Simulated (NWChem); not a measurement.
All runs are NWChem calculations. System: H$_{4}$BCl$_{2}$NO, charge 0, spin multiplicity 1, at a geometry optimised with PBE0/def2-SVP. The structure started from a generated list of species. Level: BP86/def2-TZVP.

The NWChem input:

```
start mol
memory heap 200 mb stack 800 mb global 1000 mb
geometry units angstroms nocenter noautoz noautosym
  B     -0.158052     0.172502    -0.252923
  Cl     1.598767     0.531237     0.247861
  Cl    -1.098000    -0.640177     1.132983
  O     -0.824046     1.200248    -0.920710
  H     -0.976739     1.957027    -0.348291
  N     -0.023469    -0.983767    -1.376857
  H     -0.955960    -1.259763    -1.693337
  H      0.455594    -1.799652    -0.993410
  H      0.510969    -0.623754    -2.171010
end
basis spherical
  * library def2-tzvp
end
dft
  xc becke88 perdew86
  semidirect memsize 60000000 filesize 0
  iterations 100
end
task dft energy
```

Output (cleaned and shortened):

```
             Northwest Computational Chemistry Package (NWChem) 7.3.0
             --------------------------------------------------------

                                NWChem Input Module
                                -------------------

 Scaling coordinates for geometry "geometry" by  1.889725989
 (inverse scale =  0.529177249)

                             Geometry "geometry" -> ""
                             -------------------------

 Output coordinates in angstroms (scale by  1.889725989 to convert to a.u.)

  No.       Tag          Charge          X              Y              Z
 ---- ---------------- ---------- -------------- -------------- --------------
    1 B                    5.0000    -0.15805200     0.17250200    -0.25292300
    2 Cl                  17.0000     1.59876700     0.53123700     0.24786100
    3 Cl                  17.0000    -1.09800000    -0.64017700     1.13298300
    4 O                    8.0000    -0.82404600     1.20024800    -0.92071000
    5 H                    1.0000    -0.97673900     1.95702700    -0.34829100
    6 N                    7.0000    -0.02346900    -0.98376700    -1.37685700
    7 H                    1.0000    -0.95596000    -1.25976300    -1.69333700
    8 H                    1.0000     0.45559400    -1.79965200    -0.99341000
    9 H                    1.0000     0.51096900    -0.62375400    -2.17101000

 Effective nuclear repulsion energy (a.u.)     285.6841074379

            Nuclear Dipole moment (a.u.)
            ----------------------------
        X                 Y               Z
 ---------------- ---------------- ----------------
    -0.0000151178     0.0000056692     0.0000113384


 Summary of "ao basis" -> "" (spherical)
 ------------------------------------------------------------------------------
       Tag                 Description            Shells   Functions and Types
 ---------------- ------------------------------  ------  ---------------------
 *                         def2-tzvp                  on all atoms

  perdew86 is a nonlocal functional; adding perdew81 local functional.

                                 NWChem DFT Module
                                 -----------------

 Summary of "ao basis" -> "ao basis" (spherical)
 ------------------------------------------------------------------------------
       Tag                 Description            Shells   Functions and Types
 ---------------- ------------------------------  ------  ---------------------
 B                         def2-tzvp                11       31   5s3p2d1f
 Cl                        def2-tzvp                13       37   5s5p2d1f
 O                         def2-tzvp                11       31   5s3p2d1f
 H                         def2-tzvp                 4        6   3s1p
 N                         def2-tzvp                11       31   5s3p2d1f

 Summary of "ao basis" -> "ao basis" (spherical)
 ------------------------------------------------------------------------------
       Tag                 Description            Shells   Functions and Types
 ---------------- ------------------------------  ------  ---------------------
 B                         def2-tzvp                11       31   5s3p2d1f
 Cl                        def2-tzvp                13       37   5s5p2d1f
 O                         def2-tzvp                11       31   5s3p2d1f
 H                         def2-tzvp                 4        6   3s1p
 N                         def2-tzvp                11       31   5s3p2d1f
[...]
 d= 0,ls=0.0,diis     7  -1077.9762985915 -3.81D-05  2.63D-05  1.65D-05    54.7
 d= 0,ls=0.0,diis     8  -1077.9762955227  3.07D-06  1.66D-05  4.69D-05    61.0
 d= 0,ls=0.0,diis     9  -1077.9763003537 -4.83D-06  2.30D-06  5.06D-07    66.3
 d= 0,ls=0.0,diis    10  -1077.9763004086 -5.49D-08  5.21D-07  2.74D-08    71.9

         Total DFT energy =    -1077.976300408637
      One electron energy =    -2055.020039280889
           Coulomb energy =      769.132119997855
    Exchange-Corr. energy =      -77.772488563493
 Nuclear repulsion energy =      285.684107437890

 Numeric. integr. density =       58.000032135119

     Total iterative time =     70.1s

                       DFT Final Molecular Orbital Analysis
                       ------------------------------------

 Vector   27  Occ=2.000000D+00  E=-2.629615D-01
              MO Center=  1.2D-01,  4.7D-02,  4.5D-01, r^2= 3.8D+00
   Bfn.  Coefficient  Atom+Function         Bfn.  Coefficient  Atom+Function
  ----- ------------  ---------------      ----- ------------  ---------------
    47      0.330355  2 Cl py                84      0.309932  3 Cl py
    50      0.217737  2 Cl py                87      0.205355  3 Cl py
    44      0.158997  2 Cl py                83     -0.159580  3 Cl px
    81      0.149066  3 Cl py               113     -0.147814  4 O  pz
    38     -0.130821  2 Cl py                75     -0.122606  3 Cl py

 Vector   28  Occ=2.000000D+00  E=-2.506280D-01
              MO Center=  7.3D-02,  1.4D-01,  3.6D-01, r^2= 3.9D+00
   Bfn.  Coefficient  Atom+Function         Bfn.  Coefficient  Atom+Function
  ----- ------------  ---------------      ----- ------------  ---------------
    84      0.307106  3 Cl py                46      0.250442  2 Cl px
    87      0.218744  3 Cl py                48     -0.208570  2 Cl pz
   111      0.178846  4 O  px                49      0.169631  2 Cl px
    81      0.149543  3 Cl py                83      0.149997  3 Cl px
   114      0.149368  4 O  px                51     -0.146602  2 Cl pz

 Vector   29  Occ=2.000000D+00  E=-2.352755D-01
              MO Center=  5.1D-02,  1.8D-01,  3.8D-01, r^2= 3.9D+00
   Bfn.  Coefficient  Atom+Function         Bfn.  Coefficient  Atom+Function
  ----- ------------  ---------------      ----- ------------  ---------------
    83      0.295766  3 Cl px                48     -0.266075  2 Cl pz
    47      0.232552  2 Cl py                86      0.214111  3 Cl px
   111     -0.197352  4 O  px                51     -0.191354  2 Cl pz
    50      0.167443  2 Cl py                85      0.164052  3 Cl pz
   114     -0.160681  4 O  px                80      0.146322  3 Cl px

 Vector   30  Occ=0.000000D+00  E=-3.036838D-02
              MO Center= -1.6D-02, -1.2D+00, -1.6D+00, r^2= 4.8D+00
   Bfn.  Coefficient  Atom+Function         Bfn.  Coefficient  Atom+Function
  ----- ------------  ---------------      ----- ------------  ---------------
   147      1.862569  6 N  s                176     -0.788227  7 H  s
   182     -0.786519  8 H  s                188     -0.787849  9 H  s
     5     -0.363104  1 B  s                145      0.234408  6 N  s
   110      0.167787  4 O  s                 10      0.157903  1 B  py
   139     -0.149754  5 H  s                 11      0.146458  1 B  pz

 Vector   31  Occ=0.000000D+00  E= 2.645042D-02
              MO Center= -1.9D-01, -1.7D-01, -8.2D-01, r^2= 7.0D+00
   Bfn.  Coefficient  Atom+Function         Bfn.  Coefficient  Atom+Function
  ----- ------------  ---------------      ----- ------------  ---------------
   182      1.088365  8 H  s                  4     -0.966359  1 B  s
   188     -0.823773  9 H  s                176     -0.796560  7 H  s
   139      0.701015  5 H  s                147      0.529011  6 N  s
   155      0.487614  6 N  py                 5      0.443673  1 B  s
   110     -0.337924  4 O  s                156     -0.336141  6 N  pz

 Vector   32  Occ=0.000000D+00  E= 2.873421D-02
              MO Center= -2.7D-01, -8.2D-01, -1.9D+00, r^2= 4.1D+00
   Bfn.  Coefficient  Atom+Function         Bfn.  Coefficient  Atom+Function
  ----- ------------  ---------------      ----- ------------  ---------------
   176      1.428851  7 H  s                188     -1.410026  9 H  s
   154      0.777130  6 N  px               155      0.328591  6 N  py
   156     -0.247380  6 N  pz               148      0.235915  6 N  px
   175      0.202794  7 H  s                187     -0.200586  9 H  s
   151      0.177137  6 N  px                12     -0.160233  1 B  px

------------------------------------------------------------
EAF file 0: "./mol.aoints.0" size=524288 bytes
------------------------------------------------------------
               write      read    awrite     aread      wait
               -----      ----    ------     -----      ----
     calls:        1         9         0         0         0
   data(b): 5.24e+05  4.72e+06  0.00e+00  0.00e+00
   time(s): 0.00e+00  0.00e+00  0.00e+00  0.00e+00  0.00e+00
rate(mb/s): 0.00e+00  0.00e+00
------------------------------------------------------------

 center of mass
 --------------
 x =   0.02117467 y =   0.02912542 z =   0.10269631

 moments of inertia (a.u.)
 ------------------
         594.484823209083        -130.711912101375          58.159903795720
        -130.711912101375         861.655489749935          55.045596686301
          58.159903795720          55.045596686301         768.619433483364

     Multipole analysis of the density
     ---------------------------------

     L   x y z        total         alpha         beta         nuclear
     -   - - -        -----         -----         ----         -------
     0   0 0 0      0.000000    -29.000000    -29.000000     58.000000

     1   1 0 0     -0.148628     -0.074306     -0.074306     -0.000015
     1   0 1 0     -0.937407     -0.468707     -0.468707      0.000006
     1   0 0 1     -1.673887     -0.836949     -0.836949      0.000011

     2   2 0 0    -35.824498   -146.195458   -146.195458    256.566418
     2   1 1 0     -1.931090    -30.703623    -30.703623     59.476155
     2   1 0 1     -0.250221     13.300069     13.300069    -26.850358
     2   0 2 0    -28.048815    -84.120065    -84.120065    140.191314
     2   0 1 1      5.536818     11.830901     11.830901    -18.124985
     2   0 0 2    -30.014175   -107.724328   -107.724328    185.434481

 Task  times  cpu:       72.0s     wall:       72.0s

 Total times  cpu:       72.0s     wall:       72.0s
```
